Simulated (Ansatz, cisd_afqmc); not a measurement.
Species: As, charge 1, triplet.

Total energies in aug-cc-pVQZ, 4 correlated electrons, 14 frozen orbitals. Open shells are spin-unrestricted; no spin-orbit coupling. Correlated methods leave the cores frozen (noble-gas shells, and filled d and f shells in the p block). No relativity. AFQMC is phaseless with a CISD trial state; ± is one standard error, without the phaseless bias. Outlying blocks are dropped, and bars are widened where a walk drifts. Over all cases where full CI ran beside it in this data, AFQMC minus full CI had a median of +0.1 mEh and passed +0.4 mEh in a tenth of the cases.

```csv
method,program,energy (Eh),minus CCSDT(Q) (mEh)
HF,Ansatz,-2233.89274,74.61
MP2,Ansatz,-2233.95076,16.59
CCSD,Ansatz,-2233.96497,2.38
CCSD(T),Ansatz,-2233.96690,0.46
CCSDT(Q),Ansatz,-2233.96735,0.00
AFQMC/CISD,cisd_afqmc,-2233.9672 ± 0.0001,0.2 ± 0.1
```

Ansatz is a quantum-chemistry and plane-wave program.
